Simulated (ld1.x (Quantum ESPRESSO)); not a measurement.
An all-electron radial function and its pseudo partner (Ge)

Columns: radius, all-electron u(r) and pseudo u(r) of the 4s shell (level -11.73 eV) of germanium in the configuration [Ar] 3d10 4s2 4p2; PBE, scalar-relativistic, TM scheme, ld1.x (Quantum ESPRESSO) 7.5.

| r (bohr) | all-electron | pseudo |
| --- | --- | --- |
| 0.105 | -0.1693 | -0.0208 |
| 0.210 | -0.1089 | -0.0431 |
| 0.315 | 0.1748 | -0.0685 |
| 0.420 | 0.3326 | -0.0988 |
| 0.525 | 0.3265 | -0.1359 |
| 0.630 | 0.2140 | -0.1818 |
| 0.735 | 0.0534 | -0.2377 |
| 0.840 | -0.1166 | -0.3042 |
| 0.945 | -0.2749 | -0.3798 |
| 1.050 | -0.4114 | -0.4607 |
| 1.155 | -0.5228 | -0.5410 |
| 1.260 | -0.6093 | -0.6139 |
| 1.365 | -0.6731 | -0.6736 |
| 1.470 | -0.7169 | -0.7168 |
| 1.575 | -0.7437 | -0.7437 |
| 1.680 | -0.7564 | -0.7564 |
| 1.785 | -0.7574 | -0.7574 |
| 1.890 | -0.7491 | -0.7491 |
| 1.995 | -0.7333 | -0.7333 |
| 2.100 | -0.7118 | -0.7118 |
| 2.205 | -0.6859 | -0.6859 |
| 2.310 | -0.6570 | -0.6570 |
| 2.415 | -0.6261 | -0.6261 |
| 2.520 | -0.5939 | -0.5939 |
| 2.625 | -0.5611 | -0.5611 |
| 2.730 | -0.5283 | -0.5283 |

(1) How many radial nodes do the two functions have?

(2) At about which radius was the pseudo-wave matched?

(3) Is the pseudo-wave norm-conserving?

## Answers

(1) The all-electron 4s function has n − l − 1 = 3 (the table is too coarse to show those close to the nucleus); the pseudo-wave has 0, since the states of the same l below it are removed with the core.

(2) 1.70 bohr. The columns agree to 0.0005 from 1.36 bohr on; several derivatives are matched, so the curves merge somewhat inside the radius.

(3) Yes: the TM scheme keeps the norm inside the radius equal to the all-electron one, which fixes the energy derivative of the logarithmic derivative at the level.
